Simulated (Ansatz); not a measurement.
Reaction (atomization): `CC(C)=N[SiH3]` → 3 C• + 9 H• + N• + Si•

Calculated with Ansatz (gas phase, PBE0-D4/def2-TZVP geometries, no zero-point term in ΔE). CBS: MP2 limit from def2 TZ/QZ plus the TZ coupled-cluster correction, frozen cores. This one scheme is used for every species, atoms too. Functionals use def2-TZVPP. Open shells (•) are unrestricted, without spin–orbit coupling. Spin–orbit coupling would lower the free atoms: a little for C, Si.

**Question.** What is ΔE at CCSD(T)/CBS? (Estimate.)

**Answer.** Ansatz gave: +5252.6 kJ/mol.

**Question.** What do these levels give: PBE-D4, PBE, PBE0, SCS-MP2/def2-TZVPP, CCSD(T)/def2-TZVPP, SCS-MP2/def2-QZVPP? (An estimate is asked.)

**Answer.** Ansatz gave: PBE-D4 5343.8, PBE 5315.4, PBE0 5245.3, SCS-MP2/def2-TZVPP 5178.2, CCSD(T)/def2-TZVPP 5124.3, SCS-MP2/def2-QZVPP 5265.3 kJ/mol.

Largest T1 diagnostic among the species: 0.012.

From PBE to PBE0 (25 % exact exchange), in def2-TZVPP and without D4, ΔE moves by −70.1 kJ/mol: exact exchange takes away binding that semilocal exchange gives to molecules. In def2-TZVPP, CCSD(T) changes the Hartree–Fock value by +1242.9 kJ/mol (the triples alone add +69.3 kJ/mol) and MP2 by +1285.1 kJ/mol; breaking electron pairs costs correlation energy, which Hartree–Fock lacks.

For atomizations the MP2-based limit and the directly extrapolated one differ by several kJ/mol either way, and by 10 to 25 for some Ge, Se and Sn compounds, so smaller differences from it don't rank the levels.
